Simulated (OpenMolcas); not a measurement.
Cr2+ (d4) in a complex was computed by SS-CASPT2, IPEA 0.25 Eh, imaginary shift 0.1 Eh with the d shell active (OpenMolcas, ANO-RCC-VTZP on the metal). Its lowest spin-free states, and all those of the highest spin:

```
2S+1  Degeneracy  E (cm-1)
   5           2         0
   5           2      9720
   5           1     12550
   3           1     14100
   3           1     14110
   3           1     14530
   3           2     15920
   3           2     15970
   3           2     16540
   3           2     16670
   3           1     17200
   3           2     19000
```

Question: Is the site octahedral, tetrahedral or cube-like, axial, or of lower symmetry?

Answer: The states with 2S+1 = 5 have orbital degeneracies 2, 2, 1. There are pairs but no triples, so the site is axial: not cubic, but with a proper or improper axis of order three or more. The run had Cr2+ with 3 ligands (fluoride) in trigonal planar coordination (D3h) at 1.92 Å. A charge of +0.333 e stands 3.2 Å behind each ligand. Ligand basis ANO-RCC-VDZP.

Roots that are degenerate in the reference are averaged as groups; the widest CASPT2 spread within a group is 300 cm-1 (the 2-fold group of multiplicity 5 near 0 cm-1 above the lowest state of its run). Shifts and gaps below about the spread of the groups concerned are not significant. An orbital doublet at a regular site is open to a Jahn-Teller distortion, which this geometry leaves out. Ligand-to-metal charge-transfer states are missing. With no ligand orbital active B as a rule stays too high, so bands that hang on it stand too high and its fall with covalency is understated. No measured value stands beside these numbers; the geometry was imposed, not optimised, and the real ion may take another.
